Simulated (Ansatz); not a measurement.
Reaction (ligand exchange at a B–C bond): `CCB(N)N` + H–F → `NB(N)F` + ethane

Calculated with Ansatz (gas phase, PBE0-D4/def2-TZVP geometries, no zero-point term in ΔE). CCSD(T)/CBS is the MP2 limit (def2-TZVPP, def2-QZVPP) plus CCSD(T) − MP2 in def2-TZVPP, frozen cores. This one scheme is used for every species. DFT in def2-TZVPP. HSE06 is defined as in plane-wave codes. Each species was taken in one conformer, which may not be the lowest.

`CCB(N)N`:

Z-matrix (Å, degrees):
```
C
C 1 1.531
H 1 1.093 2 111.2
H 1 1.094 2 112.0 3 -120.4
H 1 1.093 2 111.3 3 119.2
B 2 1.586 1 112.1 3 -59.6
H 2 1.096 1 109.2 3 178.0
H 2 1.096 1 109.2 3 62.8
N 6 1.415 2 119.7 1 90.7
N 6 1.416 2 119.7 1 -87.1
H 9 1.003 6 122.0 2 2.7
H 9 1.004 6 124.5 2 -176.8
H 10 1.003 6 122.0 2 -2.6
H 10 1.004 6 124.5 2 176.7
```

H–F:

```xyz
2

F     0.373   -0.007   -0.269
H    -0.373    0.007    0.269
```

`NB(N)F`:

Z-matrix (Å, degrees):
```
N
B 1 1.409
H 1 1.003 2 121.2
H 1 1.002 2 124.3 3 -180.0
N 2 1.409 1 124.8 3 -180.0
F 2 1.350 1 117.6 3 0.0
H 5 1.002 2 124.3 1 0.0
H 5 1.003 2 121.2 1 180.0
```

`CC`:

```xyz
8

C    -0.001   -0.144   -0.745
C     0.001    0.144    0.745
H     0.756   -0.887   -1.009
H    -0.968   -0.530   -1.076
H     0.208    0.757   -1.326
H    -0.756    0.887    1.009
H     0.969    0.530    1.076
H    -0.208   -0.757    1.326
```

(1) Is it downhill or uphill in electronic energy at CCSD(T)/CBS, and by how much? (An estimate is asked.)

(2) What do these levels give: revPBE-D4, r2SCAN-D4, HSE06-D4, CAM-B3LYP, CCSD(T)/def2-SVP, SCS-MP2/def2-TZVPP? (An estimate is asked.)

Largest T1 diagnostic among the species: 0.010.

Results:

(1) The calculation gave: Downhill: ΔE = -1.43 eV.

(2) Computed: revPBE-D4 -1.37, r2SCAN-D4 -1.56, HSE06-D4 -1.46, CAM-B3LYP -1.66, CCSD(T)/def2-SVP -1.66, SCS-MP2/def2-TZVPP -1.50 eV.

Leaving LDA and LC-ωPBE aside and taking each functional with its dispersion term where it has one, the values, not all of them listed here, spread over 0.25 eV, from B97M-V to revPBE-D4. LDA lies +0.05 eV from PBE without D4. The D4 term adds +0.10 eV with B3LYP and +0.06 eV with PBE0; it sums over pairs of atoms, weighted by their polarisabilities, and B3LYP, whose exchange is more repulsive, gets the larger term.

B3LYP here is the variant with VWN-RPA as its local correlation; programs differ in this.
